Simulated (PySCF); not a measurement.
Task: Write Cartesian coordinates for In(PH3)F3 (`[F][In]([F])([F])<-[PH3]`) as optimised with PBE0-D3(BJ)/def2-SVP.

Result: 
```
atom  x, y, z in Å
In1   -0.009    0.010   -1.506
P2     0.007   -0.009    1.223
H3     0.720    1.020    1.884
H4     0.552   -1.144    1.867
H5    -1.238    0.083    1.889
F6     1.926    0.000   -1.786
F7    -0.964    1.695   -1.778
F8    -0.993   -1.655   -1.792
```

Any rigid rotation of these coordinates is as good. Atoms count from 1 in this order. All 3 F–In bonds measure 1.955 to 1.956 Å. P2 (phosphorus bonded to In and 3 H) is distorted tetrahedral (angles from 100.2° to 117.7°). In1 (indium bonded to 3 F and P) is distorted tetrahedral (angles from 97.9° to 118.2°).

Bonds between heavy atoms (Å): In1–P2 2.729, In1–F6 1.956, In1–F7 1.955, In1–F8 1.955.

Computed, not measured: PBE0-D3(BJ)/def2-SVP geometry optimisation, gas phase, def2 core potentials past Kr in PySCF.

Point group: near C3v, missed by 0.13 Å at most; the miss may be what the optimiser left on a soft mode (C3 holds within 0.08 Å). Whether it is a minimum is left open (no frequencies).
